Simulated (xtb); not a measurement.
Cl₂CrO₂, triplet, from a rough starting geometry (GFN-xTB shapes and energies of metal compounds can be far from the true ones) (the multiplicity is a formal guess); GFN2-xTB in xtb 6.7.1.

The xtb input:
```
$ xtb mol.xyz --gfn 2 --uhf 2 --opt vtight --json

# file mol.xyz
5

Cr     0.12652442    -0.03650400     0.01981273
O      1.20196324    -0.55278062    -0.98989243
O      0.53404892     0.27377359     1.50132325
Cl    -0.59360682     1.68944390    -0.71545940
Cl    -1.39102827    -1.35076792     0.04872388
```

The log (banner, timings and long lists left out):

```
   ID    Z sym.   atoms
    1   24 Cr     1
    2    8 O      2, 3
    3   17 Cl     4, 5

           -------------------------------------------------
          |                Calculation Setup                |
           -------------------------------------------------

           -------------------------------------------------
          |                 G F N 2 - x T B                 |
           -------------------------------------------------

          ...................................................
          :                      SETUP                      :
          :.................................................:
          :  # basis functions                  38          :
          :  # atomic orbitals                  35          :
          :  # shells                           13          :
          :  # electrons                        32          :
          :  max. iterations                   250          :
          :  Hamiltonian                  GFN2-xTB          :
          :  restarted?                      false          :
          :  GBSA solvation                  false          :
          :  PC potential                    false          :
          :  electronic temp.          300.0000000     K    :
          :  accuracy                    1.0000000          :
          :  -> integral cutoff          0.2500000E+02      :
          :  -> integral neglect         0.1000000E-07      :
          :  -> SCF convergence          0.1000000E-05 Eh   :
          :  -> wf. convergence          0.1000000E-03 e    :
          :  Broyden damping             0.4000000          :
          :  net charge                          0          :
          :  unpaired electrons                  2          :
          ...................................................

 iter      E             dE          RMSdq      gap      omega  full diag
   1    -15.8278188 -0.158278E+02  0.216E+01    0.86       0.0  T
   2    -13.6157420  0.221208E+01  0.279E+01    0.01       1.0  T
   3    -18.2502180 -0.463448E+01  0.128E+01    1.00       1.0  T
   4    -18.5700897 -0.319872E+00  0.108E+01    1.05       1.0  T
   5    -18.8746227 -0.304533E+00  0.874E+00    1.04       1.0  T
   6    -19.0948685 -0.220246E+00  0.606E+00    1.08       1.0  T
   7    -19.2968337 -0.201965E+00  0.203E+00    1.21       1.0  T
   8    -19.2668819  0.299518E-01  0.350E+00    1.24       1.0  T
   9    -19.2525963  0.142856E-01  0.433E+00    1.23       1.0  T
  10    -19.2780168 -0.254205E-01  0.294E+00    1.20       1.0  T
  11    -19.2949943 -0.169775E-01  0.155E+00    1.22       1.0  T
  12    -19.3025404 -0.754608E-02  0.588E-01    1.26       1.0  T
  13    -19.3031098 -0.569437E-03  0.462E-01    1.26       1.0  T
  14    -19.3031354 -0.255438E-04  0.458E-01    1.26       1.0  T
  15    -19.3029323  0.203094E-03  0.529E-01    1.27       1.0  T
  16    -19.3034002 -0.467879E-03  0.187E-01    1.28       1.0  T
  17    -19.3034667 -0.665272E-04  0.129E-01    1.28       1.0  T
  18    -19.3034998 -0.330886E-04  0.616E-02    1.28       1.0  T
  19    -19.3034902  0.956334E-05  0.749E-02    1.28       1.0  T
  20    -19.3034961 -0.589814E-05  0.569E-02    1.28       1.0  T
  21    -19.3035025 -0.638199E-05  0.201E-02    1.28       2.2  T
  22    -19.3035034 -0.905826E-06  0.478E-03    1.28       9.4  T
  23    -19.3035033  0.148573E-06  0.886E-03    1.28       5.0  T
  24    -19.3035034 -0.176384E-06  0.343E-03    1.28      13.0  T
  25    -19.3035034 -0.114238E-07  0.182E-03    1.28      24.6  T
  26    -19.3035034 -0.177142E-08  0.751E-04    1.28      59.5  T
  27    -19.3035034 -0.105772E-08  0.668E-05    1.28     669.8  T

   *** convergence criteria satisfied after 27 iterations ***

 transition dipole moment (au) for excitation:          16          17
     X       Y       Z
  -0.0939   0.0702   0.3325  total (au/Debye):    0.353   0.896
 dE (eV)             :    3.055
 oscillator strength :  0.13154E-01

[...]
         :: total energy             -19.235717966758 Eh    ::
 * total energy  :   -19.2357180 Eh     change        0.1527667E-11 Eh
 * total energy  :   -19.2544006 Eh     change       -0.1868265E-01 Eh
 * total energy  :   -19.2600301 Eh     change       -0.5629465E-02 Eh
 * total energy  :   -19.2619202 Eh     change       -0.1890123E-02 Eh
 * total energy  :   -19.2626782 Eh     change       -0.7580337E-03 Eh
 * total energy  :   -19.2629465 Eh     change       -0.2682519E-03 Eh
 * total energy  :   -19.2631061 Eh     change       -0.1595677E-03 Eh
 * total energy  :   -19.2631183 Eh     change       -0.1221395E-04 Eh
 * total energy  :   -19.2631300 Eh     change       -0.1174029E-04 Eh
 * total energy  :   -19.2631350 Eh     change       -0.4965436E-05 Eh
 * total energy  :   -19.2631350 Eh     change       -0.3567481E-07 Eh
   *** GEOMETRY OPTIMIZATION CONVERGED AFTER 11 ITERATIONS ***
         :: total energy             -19.263135011154 Eh    ::
[...]
         8        2.0000           -0.5261941             -14.3185
         9        2.0000           -0.5241192             -14.2620
        10        2.0000           -0.5154106             -14.0250
        11        2.0000           -0.5097479             -13.8709
        12        2.0000           -0.4959958             -13.4967
        13        2.0000           -0.4938994             -13.4397
        14        2.0000           -0.4926753             -13.4064
        15        1.9939           -0.4775479             -12.9947
        16        1.0061           -0.4678838             -12.7318
        17        1.0000           -0.4238930             -11.5347 (HOMO)
        18                         -0.3324795              -9.0472 (LUMO)
        19                         -0.3209160              -8.7326
        20                         -0.2749174              -7.4809
        21                         -0.2556893              -6.9577
        22                         -0.0579143              -1.5759
        23                         -0.0558208              -1.5190
        24                         -0.0549256              -1.4946
        25                         -0.0541838              -1.4744
        26                         -0.0489934              -1.3332
        27                         -0.0450355              -1.2255
        28                         -0.0448783              -1.2212
       ...                                ...                  ...
        35                          1.2906275              35.1198
      -------------------------------------------------------------
                  HL-Gap            0.0914135 Eh            2.4875 eV
             Fermi-level           -0.4254510 Eh          -11.5771 eV

     #   Z          covCN         q      C6AA      α(0)
     1  24 Cr       3.014     0.693   152.607    31.959
     2   8 O        0.742    -0.393    21.592     6.227
     3   8 O        0.742    -0.393    21.592     6.227
     4  17 Cl       1.285     0.046    97.844    15.133
     5  17 Cl       1.285     0.046    97.844    15.133

 Mol. C6AA /au·bohr⁶  :       1629.380426
 Mol. C8AA /au·bohr⁸  :      78466.298536
 Mol. α(0) /au        :         74.679389

Wiberg/Mayer (AO) data.
largest (>0.10) Wiberg bond orders for each atom

 ---------------------------------------------------------------------------
     #   Z sym  total        # sym  WBO       # sym  WBO       # sym  WBO
 ---------------------------------------------------------------------------
     1  24 Cr   6.072 --     2 O    2.160     3 O    2.160     4 Cl   0.875
                             5 Cl   0.875
     2   8 O    2.393 --     1 Cr   2.160     3 O    0.105
     3   8 O    2.393 --     1 Cr   2.160     2 O    0.105
     4  17 Cl   1.424 --     1 Cr   0.875     5 Cl   0.421
     5  17 Cl   1.424 --     1 Cr   0.875     4 Cl   0.421
 ---------------------------------------------------------------------------

Topologies differ in total number of bonds
Writing topology from bond orders to xtbtopo.mol

molecular dipole:
                 x           y           z       tot (Debye)
 q only:       -1.285       0.221      -0.412
   full:       -1.199       0.206      -0.385       3.242
molecular quadrupole (traceless):
                xx          xy          yy          xz          yz          zz
 q only:       -0.108       1.327       3.500       0.757      -2.213      -3.392
  q+dip:       -3.023       1.854       4.383      -0.910      -1.476      -1.360
   full:       -3.066       2.241       5.405      -0.721      -2.109      -2.339

optimized geometry written to: xtbopt.xyz

           -------------------------------------------------
          | TOTAL ENERGY              -19.263135011154 Eh   |
          | GRADIENT NORM               0.000058760728 Eh/α |
          | HOMO-LUMO GAP               2.487489228995 eV   |
           -------------------------------------------------

normal termination of xtb
```
